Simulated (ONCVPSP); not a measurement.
# What one change does to a pseudopotential (mercury, ONCV)

* Element: mercury
* Generator: ONCVPSP 4.0.1
* Type: optimised norm-conserving Vanderbilt (ONCV)
* Functional: PBE
* Relativity: scalar-relativistic
* Frozen core: [Kr] 4d10 4f14
* Valence charge: 20
* Reference configuration: 5s2 5p6 5d10 6s2
* Partial waves: 5s+6s: rc 1.40 bohr, ncon 4, nbas 7, qcut 10.5 1/bohr, 2 projectors; 5p: rc 1.70 bohr, ncon 4, nbas 7, qcut 8.5 1/bohr, 3 projectors, debl 1.7 Ha; 5d: rc 2.05 bohr, ncon 5, nbas 10, qcut 8.9 1/bohr, 3 projectors, debl 1 Ha
* Local potential: polynomial inside 1.20 bohr (lpopt 5, dvloc0 4 Ha)
* Core correction: Teter function, fcfact 4.5, rcfact 1.2

In the p channel the program set the typed energies aside and used -2.444, 0.250, 1.950 Ha.

All-electron outer shells of the reference configuration (PBE, scalar-relativistic, ld1.x):

```json
{"shell": "5s", "level (eV)": "-118.18", "outermost node (bohr)": "0.47", "outermost maximum (bohr)": "0.82"}
{"shell": "4f", "level (eV)": "-95.89", "outermost node (bohr)": "–", "outermost maximum (bohr)": "0.37"}
{"shell": "5p", "level (eV)": "-66.52", "outermost node (bohr)": "0.51", "outermost maximum (bohr)": "0.93"}
{"shell": "5d", "level (eV)": "-9.86", "outermost node (bohr)": "0.55", "outermost maximum (bohr)": "1.17"}
{"shell": "6s", "level (eV)": "-6.82", "outermost node (bohr)": "1.08", "outermost maximum (bohr)": "2.21"}
```

Change: d: qcut 11.5.

Cutoffs: the cutoffs (Ha) at which the residual kinetic energy of the hardest occupied pseudo-wave falls to 1 and 0.1 mHa per electron; they do not see the model core or the augmentation charge, which bear on the density cutoff. Errors are all-electron minus pseudo energies relative to the spin-unpolarised reference configuration.

How do hardness, ghosts and transferability respond?

The potential gets neither clearly harder nor softer (36 Ha and 42 Ha → 36 Ha and 42 Ha); the s channel sets the loose cutoff, while the largest relative change is in d, which becomes harder; of the 4 tests that both files solve, the error grows in 1 and shrinks in 0 by more than 15 % and 0.3 meV (median size 7.8 → 7.1 meV); neither file shows a bound ghost.

```tsv
quantity	base	changed
cutoff, loose	36 Ha	36 Ha
cutoff, tight	42 Ha	42 Ha
loose cutoff by channel	s 36 Ha, p 16 Ha, d 22 Ha	s 36 Ha, p 16 Ha, d 33 Ha
bound ghosts	none	none
GHOST(+) flags under 300 eV	none	d at 295.2 eV
error for 5s2 5p6 5d10 6s1, meV [ΔE 10.69 eV]	-4.0	-3.7
error for 5s2 5p6 5d10 6s0, meV [ΔE 29.66 eV]	-11	-10
error for 5s2 5p6 5d9 6s0, meV [ΔE 65.19 eV]	-18	-21
error for 5s2 5p6 5d10 6s1.5, meV [ΔE 4.36 eV]	-1.6	-1.5
s: phases at 1.42 bohr within 0.05 rad from the reference energy up to (Ha; the scan ends near 5)	to the end of the scan	to the end of the scan
p: phases at 1.72 bohr within 0.05 rad from the reference energy up to (Ha; the scan ends near 5)	to the end of the scan	to the end of the scan
d: phases at 2.09 bohr within 0.05 rad from the reference energy up to (Ha; the scan ends near 5)	to the end of the scan	to the end of the scan
rms error of d²Exc/dni dnj with the model core, mHa	1.37	1.40
```
